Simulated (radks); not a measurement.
Numerical settings for neutral bismuth, [Hg] 6p3. All-electron calculation, scalar-relativistic Kohn-Sham, PBE, spin-polarised, spherical densities, point nucleus; open shells are filled with parallel spins first (spin-orbit coupling, left out, can overturn this in heavy ions). Program: a radial shooting solver on a logarithmic mesh with Libxc functionals. The defaults (mesh step 0.008 in ln r, mesh end at 40 bohr or more with all orbitals vanishing there, Anderson mixing 0.5 over 9 steps, residual threshold near 1e-9 with the energy settled to 1e-9 hartree or 1e-11 of itself, here a cap of 86 iterations) give E = -21530.821 hartree and 6p at -5.179 eV in 14 iterations. Run on one thread of a shared host, so times are rough (Arm Neoverse N1): 0.42 s of CPU time, 0.42 s wall, 14 iterations on 2728 mesh points. Changes against that run (0 stands for a change within the tolerance of the run):

| setting | iterations | converged | E (mhartree) | e(6p) (meV) | CPU (s) |
|---|---|---|---|---|---|
| mesh step in ln r 0.03 | 14 | yes | +0.00182 | 0 | 0.14 |
| mesh step in ln r 0.003 | 14 | yes | 0 | 0 | 1.1 |
| mesh step in ln r 0.02 | 14 | yes | 0 | 0 | 0.19 |
| mesh end (bohr) 12 | 14 | yes | +0.0342 | +3.27 | 0.4 |
| mesh end (bohr) 2 | 13 | level above zero | +2.12e+04 | +1.31e+05 | 0.31 |
| residual threshold 1e-16 | 86 | no | 0 | 0 | 1.1 |
| residual threshold 0.001 | 9 | yes | 0 | +0.0549 | 0.31 |
| mixing 1.5 | 15 | yes | 0 | 0 | 0.44 |
| linear mixing, mixing 0.05 | 86 | no | -5.8 | -25.7 | 2.3 |
| linear mixing, mixing 0.8 | 86 | no | 0 | +0.00586 | 2.3 |
| mixing history 2 | 18 | yes | 0 | 0 | 0.49 |
| iteration cap 2 | 2 | no | +404 | -4.6e+03 | 0.09 |

Settled on a wrong energy, with an occupied level pushed above zero by the early mesh end: mesh end (bohr) 2 (+21.2 hartree). Apart from these: no run marked as converged misses the energy by more than 1 mhartree. A mesh that ends early acts as a hard wall.
